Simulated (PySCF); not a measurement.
**TaF4 relaxed at several levels**

Computed with PySCF 2.14.0, def2-SVP on the ligands, density fitting, scalar-relativistic core potentials, no spin-orbit coupling, vacuum. Each row is relaxed at its own level from the same template. Distances are means of the shortest metal–ligand contacts, charges and spins Mulliken's; removal energies are rigid, with the ligand's formal charge and no counterpoise, so too large; for an anion taken off a cation in vacuum most of it is the attraction of opposite charges, and multiply charged cations can part far more cheaply with an electron moved from ligand to metal.

```
 level   basis on the metal    state  point group  M–F (Å)  charge on M (e)  spin on M (e)  HOMO–LUMO gap (eV)  removal of one F (eV)  strongest infrared band, degenerate modes summed (cm⁻¹)  unstable modes (below −25 cm⁻¹)
r2SCAN  def2-SVP with ECP60  doublet          D2d    1.875             1.27           1.00                2.56                  13.64                                                        –                        not given
```

(1) What does the calculation give for PBE0, def2-SVP with ECP60?

Moved off a saddle point of the template and relaxed again: PBE0, r2SCAN. One start shape was tried for each, so a minimum needn't be the lowest isomer. Open shells may have lower solutions than those found.

Answers

(1) state: doublet, point group: D2d, M–F (Å): 1.870, charge on M (e): 1.32, spin on M (e): 1.00, HOMO–LUMO gap (eV): 3.97, removal of one F (eV): 13.57, strongest infrared band, degenerate modes summed (cm⁻¹): 702, unstable modes (below −25 cm⁻¹): 0.
```xyz
5

Ta    0.0000    0.0000    0.0000
F     1.7548    0.0000   -0.6464
F     0.0000    1.7548    0.6464
F    -1.7548    0.0000   -0.6464
F     0.0000   -1.7548    0.6464
```
